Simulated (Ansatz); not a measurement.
TcO3(NH2) (TcNO3H2), relaxed as a singlet with RKS PBE-D4/def2-SVP in Ansatz, starting from the GFN2-xTB geometry. Force threshold 0.02 eV/Å.

In the def2 sets Tc takes a core potential; there is no spin–orbit coupling. The restricted singlet is unstable towards broken spin symmetry in Hartree–Fock (as tested in another run); at PBE-D4/def2-SVP this wasn't settled.

Start:

```tsv
atom	x (Å)	y (Å)	z (Å)
Tc1	0.3012	-0.2160	-0.7013
O2	-0.5620	-1.5419	-1.1514
O3	0.0266	1.0672	-1.6800
O4	1.8636	-0.6004	-0.3904
N5	-0.3785	0.3413	0.9687
H6	-1.1153	1.0290	1.0933
H7	-0.1356	-0.0791	1.8612
```

```json
{"step": "1", "energy (eV)": "-9852.3828", "largest force component (eV/Å)": "3.511", "SCF passes": "31"}
{"step": "2", "energy (eV)": "-9852.7436", "largest force component (eV/Å)": "0.271", "SCF passes": "40"}
{"step": "3", "energy (eV)": "-9852.7489", "largest force component (eV/Å)": "0.068", "SCF passes": "33"}
{"step": "4", "energy (eV)": "-9852.7496", "largest force component (eV/Å)": "0.063", "SCF passes": "33"}
{"step": "5", "energy (eV)": "-9852.7498", "largest force component (eV/Å)": "0.019", "SCF passes": "34"}
```

Force components are those of the run's own axes.

End:

```xyz
7

Tc    0.2852   -0.2049   -0.6590
O    -0.5680   -1.5698   -1.1959
O     0.0598    1.0694   -1.7502
O     1.9128   -0.6235   -0.4505
N    -0.3727    0.3891    1.0308
H    -1.1720    1.0251    1.1148
H    -0.1451   -0.0853    1.9101
```

By distances, no bond broke or formed. The bond that changes most is Tc1–O3, from 1.64 to 1.69 Å (atoms count from 1).

No frequencies were taken in this run, so the end may be a saddle point.

It took 5.5 s on 4 threads of Arm Neoverse V2 on a shared host.
